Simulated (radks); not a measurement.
Results of a calculation; reference values are marked as such.
Sr II, 37 electrons, occupied as [Kr] 5s1. Level of theory: scalar-relativistic Kohn-Sham, BP86, spin-polarised, spherical densities, finite nucleus; open shells are filled with parallel spins first (spin-orbit coupling, left out, can overturn this in heavy ions); Fermi nuclear charge, rms radius 4.224 fm (a radial shooting solver on a logarithmic mesh with Libxc functionals).

Normalised radial functions P(r) = r R(r), r in bohr:

| r | 4s down | 4p down |
|---|---|---|
| 0.005599 | 0.1102 | 0.0068 |
| 0.008693 | 0.1474 | 0.0150 |
| 0.01339 | 0.1810 | 0.0316 |
| 0.02079 | 0.1913 | 0.0647 |
| 0.03203 | 0.1437 | 0.1212 |
| 0.04973 | 0.0017 | 0.2027 |
| 0.0766 | -0.2065 | 0.2720 |
| 0.118 | -0.3241 | 0.2374 |
| 0.1832 | -0.1043 | -0.0090 |
| 0.2822 | 0.3701 | -0.3564 |
| 0.4381 | 0.4423 | -0.3846 |
| 0.6749 | -0.2613 | 0.1557 |
| 1.048 | -0.9459 | 0.7889 |
| 1.614 | -0.7865 | 0.8269 |
| 2.486 | -0.2659 | 0.3983 |
| 3.86 | -0.0307 | 0.0813 |
| 5.946 | -0.0009 | 0.0056 |
| 9.233 | 0.0000 | 0.0001 |

4s down: eigenvalue -47.263 eV, 3 radial nodes at r = 0.0499, 0.203, 0.593 bohr, <r> = 1.35 bohr, 90 % of the charge inside 1.99 bohr. 4p down: eigenvalue -29.106 eV, 2 radial nodes at r = 0.181, 0.613 bohr, <r> = 1.56 bohr, 90 % of the charge inside 2.33 bohr.
